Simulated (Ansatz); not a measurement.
A CCSD(T) single point on C₂H₁₀AlN₃, SMILES `C[N](C)[Al]([NH2])[NH2]`.

```yaml
crystal:
  periodic: [false, false, false]
  atoms:
    - {symbol: C, position_ang: [1.427635, 0.833965, 0.968425]}
    - {symbol: N, position_ang: [0.273286, 0.038793, 0.640945]}
    - {symbol: C, position_ang: [-0.247855, -0.664016, 1.783983]}
    - {symbol: Al, position_ang: [-0.428330, -0.063521, -0.988479]}
    - {symbol: N, position_ang: [0.484673, 0.539008, -2.381542]}
    - {symbol: N, position_ang: [-2.037742, -0.768179, -1.213370]}
    - {symbol: H, position_ang: [1.784912, 1.383450, 0.093804]}
    - {symbol: H, position_ang: [2.261163, 0.218070, 1.340331]}
    - {symbol: H, position_ang: [1.203846, 1.575893, 1.750520]}
    - {symbol: H, position_ang: [-1.102032, -1.286015, 1.504593]}
    - {symbol: H, position_ang: [-0.580256, 0.024991, 2.575925]}
    - {symbol: H, position_ang: [0.506210, -1.328562, 2.233399]}
    - {symbol: H, position_ang: [0.093820, 0.707801, -3.292935]}
    - {symbol: H, position_ang: [1.470878, 0.735830, -2.388481]}
    - {symbol: H, position_ang: [-2.712536, -0.919792, -0.483211]}
    - {symbol: H, position_ang: [-2.420773, -1.050216, -2.099706]}
basis:
  gaussian: {orbitals: def2-SVP}
correlation: {method: ccsd_t}
```

```sh
$ ansatz run in.yaml --threads 4 --pin off --events-out ev --progress --plain --max-ram 11315MiB
```

The program prints (abridged):

```
Functional definition: HF
1398 factors; integrals over basis functions are off by at most 1.3e-3 eV
mean field evaluation 1: about -13237.0329 eV, gradient 5.0e1 eV
mean field evaluation 2: about -13237.0425 eV, gradient 5.0e1 eV
mean field evaluation 4: about -13242.6978 eV, gradient 3.8e0 eV
mean field evaluation 8: about -13242.7484 eV, gradient 1.8e-4 eV
mean field -13242.74837622 eV, -486.6620265689 hartree, gradient 1.8e-6 eV, S^2 0.000000; 0 other end points of the search recorded, 0 dependent functions left out
10 core orbitals not correlated: weight in the atoms' cores, before any rotation towards them, 1.000 or more for the frozen orbitals, at most 0.000 for the correlated occupied ones
reference -13242.74837622 eV, -486.6620265689 hartree; 18, 18 occupied and 110, 110 virtual orbitals, 1398 factors
second order -23.45545751 eV of doubles, -0.00000000 eV of singles
cycle   1  -24.45455195 eV  change    -1.0e0 eV  update   9.9e-2
cycle   2  -25.04237372 eV  change   -5.9e-1 eV  update   2.9e-2
cycle   3  -25.16513449 eV  change   -1.2e-1 eV  update   1.4e-2
cycle   4  -25.16057142 eV  change    4.6e-3 eV  update   3.5e-3
cycle   5  -25.16005331 eV  change    5.2e-4 eV  update   1.4e-3
cycle   6  -25.15988773 eV  change    1.7e-4 eV  update   4.1e-4
cycle   7  -25.15968916 eV  change    2.0e-4 eV  update   1.4e-4
cycle   8  -25.15967117 eV  change    1.8e-5 eV  update   4.4e-5
perturbative correction -0.67318308 eV, -0.0247390218 hartree
Total energy: -13268.58123047 eV, -487.6113664525 hartree
```

It took 19 s on 4 threads of an Arm Neoverse V2 on a shared host, with 1.1 GiB of host memory at the peak.

MP2 recovers 90.8 % of the CCSD(T) correlation energy and the triples give 2.6 %; T1 = 0.0108.
